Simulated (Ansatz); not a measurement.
One change: `CC(O)(O)[TeH]` becomes `CC(O)(O)F`.

Ansatz, PBE0-D4/def2-TZVP geometries, multiplicity 1. Each molecule was computed in one conformer, which needn't be the lowest.

Elements past krypton have def2 core potentials.

```
                                        property  `CC(O)(O)[TeH]`
           HOMO energy (ωB97M-V/def2-TZVPP) / eV            -8.30
  size of the dipole moment (PBE/def2-TZVPP) / D             1.46
size of the dipole moment (B3LYP/def2-TZVPP) / D             1.41
           LUMO energy (ωB97M-V/def2-TZVPP) / eV             0.84
         HOMO–LUMO gap (ωB97M-V/def2-TZVPP) / eV             9.14
               LUMO energy (PBE/def2-TZVPP) / eV            -1.77
```

Q: Give the same properties after the change, and the shifts. (An estimate is asked.)

A: Computed: 
```tsv
property	`CC(O)(O)F`	shift
HOMO energy (ωB97M-V/def2-TZVPP) / eV	-11.63	-3.33
size of the dipole moment (PBE/def2-TZVPP) / D	1.35	-0.11
size of the dipole moment (B3LYP/def2-TZVPP) / D	1.42	0.01
LUMO energy (ωB97M-V/def2-TZVPP) / eV	2.28	1.44
HOMO–LUMO gap (ωB97M-V/def2-TZVPP) / eV	13.91	4.77
LUMO energy (PBE/def2-TZVPP) / eV	0.01	1.78
```

With PBE0 the HOMO falls by 2.99 eV and the LUMO rises by 1.85 eV, so the gap widens by about 4.84 eV. PBE moves the HOMO by -2.27 eV and ωB97M-V by -3.33 eV. Dipoles are sizes alone; their direction can turn.

B3LYP here is the variant with VWN-RPA as its local correlation; programs differ in this.

Spin–orbit coupling is left out; it splits and shifts lone-pair levels of the heavy atoms by tenths of an eV.
